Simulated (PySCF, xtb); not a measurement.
GeH2Cl2, SMILES [GeH2]([Cl])[Cl].

GFN2-xTB run with xtb at its own geometry gives an orbital gap of 7.31 eV and a dipole moment of 1.40 D.

Geometry optimised at B3LYP-D3(BJ)/def2-TZVP.

Task: What does B3LYP/def2-TZVPD run with PySCF give? (The exact figures need the calculation; the answer reports its results.)

Result: gap 7.45 eV (levels -8.81 and -1.36 eV), dipole 2.02 D.
